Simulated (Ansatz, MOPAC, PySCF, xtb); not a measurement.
Spectroscopic constants of SiCl+, closed-shell singlet (lowest of 2S+1 = 1, 3, 5 at CCSD(T)/def2-TZVPP on PBE0 minima; our sources give no spin for the ground state, which may be another).

Seven points along R, fitted to fifth degree in 1/R; most abundant isotopes. Runs in def2 and cc sets follow the lowest solution found near the PBE0 minimum. The singlet is held restricted. HF and MP2 rows in def2 and cc sets belong to the determinant that coupled cluster picked by its CCSD energy.

The values were computed with Ansatz (a quantum-chemistry and plane-wave program); MOPAC for AM1, PM6, PM7 (differences of heats of formation); PySCF for 6-31G* rows, STO-3G rows; xtb for the GFN methods. 

```csv
level,r_e (Å),ω_e (cm⁻¹),ω_e x_e (cm⁻¹),B_e (cm⁻¹)
AM1,1.943,572,3.8,0.287
PM6,2.040,519,1.6,0.261
PM7,2.000,580,1.7,0.271
GFN1-xTB,1.960,722,2.8,0.282
HF/STO-3G,2.012,719,1.7,0.268
HF/aug-cc-pV(T+d)Z,1.947,694,2.2,0.286
HF/def2-TZVPP,1.945,698,2.2,0.287
HF/aug-cc-pV(Q+d)Z,1.943,696,2.2,0.287
HF/aug-cc-pV(5+d)Z,1.942,696,2.2,0.287
SVWN5/def2-TZVPP,1.956,659,2.3,0.283
PBE/def2-TZVPP,1.975,643,2.3,0.278
BP86/6-31G*,1.991,628,2.3,0.274
r2SCAN/def2-TZVPP,1.959,666,2.3,0.283
PBE0/def2-TZVPP,1.955,674,2.2,0.284
CAM-B3LYP/def2-TZVPP,1.950,679,2.2,0.285
B2PLYP/def2-TZVPP,1.960,666,2.3,0.282
MP2/def2-TZVPP,1.953,688,2.1,0.284
MP2/aug-cc-pV(Q+d)Z,1.950,686,2.2,0.285
MP2/def2-QZVPP,1.949,687,2.2,0.285
MP2/aug-cc-pV(5+d)Z,1.948,687,2.2,0.286
"MP2/CBS(aug-cc-pV(Q+d)Z, aug-cc-pV(5+d)Z)",1.947,688,2.1,0.286
SCS-MP2/def2-TZVPP,1.954,686,2.2,0.284
SCS-MP2/aug-cc-pV(Q+d)Z,1.951,684,2.2,0.285
SCS-MP2/aug-cc-pV(5+d)Z,1.949,685,2.2,0.286
CCSD/aug-cc-pV(T+d)Z,1.956,680,2.2,0.283
CCSD/aug-cc-pV(Q+d)Z,1.948,687,2.2,0.286
CCSD/aug-cc-pV(5+d)Z,1.946,689,2.2,0.287
CCSD(T)/aug-cc-pV(Q+d)Z,1.954,676,2.3,0.284
CCSD(T)/def2-QZVPP,1.953,678,2.3,0.284
"CCSD(T)/CBS(aug-cc-pV(Q+d)Z, aug-cc-pV(5+d)Z)",1.950,680,2.2,0.285
```

Correlated levels freeze the cores. CBS: X⁻³ extrapolation of the correlation energy, Hartree–Fock from the larger set. Rows in 6-31G*, STO-3G carry no dispersion term and start afresh at each structure (6-31G* with six Cartesian d functions). The state that AM1, PM6, PM7 reach isn't checked; PM7 holds dispersion and hydrogen-bond terms.
